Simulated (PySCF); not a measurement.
Calculation: PBE-D3(BJ)/def2-TZVP // B3LYP-D3(BJ)/def2-TZVP run with PySCF. All species are isolated molecules in the gas phase. 

Reference species (SMILES): `[Cl][GaH][Cl]` (neutral, multiplicity 1).

The dipole moment is 1.65 D.

Changed species: `[Cl][GaH2]` (whole molecule; the reference has whole molecule).

Problem. What does the change do to the dipole moment?

Solution. the dipole moment increases by 0.23 D, to 1.88 D.
